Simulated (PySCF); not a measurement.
## Levels of Er(65+) from EOM-EA-GCCSD

Reference: closed-shell Er(66+), 1s2; one electron is added. Calculated with PySCF 2.14, two-component X2C-1e with screened spin-orbit coupling, an uncontracted even-tempered set (16 s from 22 bohr⁻², ratio 2.6; 13 p from 29 bohr⁻², ratio 2.6; 6 d from 29 bohr⁻², ratio 2.8; 3 f from 1200 bohr⁻², ratio 2.8); frozen nothing; the 36 highest virtual spinors dropped; of the others 56 kept and the rest restored at second order. No Breit or QED terms. Binding energies in eV.

| level | Koopmans | second order | EOM-CCSD |
| --- | --- | --- | --- |
| 2s1/2 | 16293.3 | 16293.5 | 16293.5 |
| 2p1/2 | 16132.9 | 16133.3 | 16133.3 |
| 2p3/2 | 15084.0 | 15084.3 | 15084.3 |

Electric-dipole lines between these computed levels:

| lower | upper | ΔE (eV) | vacuum wavelength (nm) |
| --- | --- | --- | --- |
| 2s1/2 | 2p1/2 | 160.22 | 7.738 |
| 2s1/2 | 2p3/2 | 1209.2 | 1.025 |

For comparison, the ionisation energy of Er(65+) is 16274.56 ± 0.12 eV (theoretical estimate listed by NIST; NIST Atomic Spectra Database, ionization energies).

Only part of the computed levels is shown.
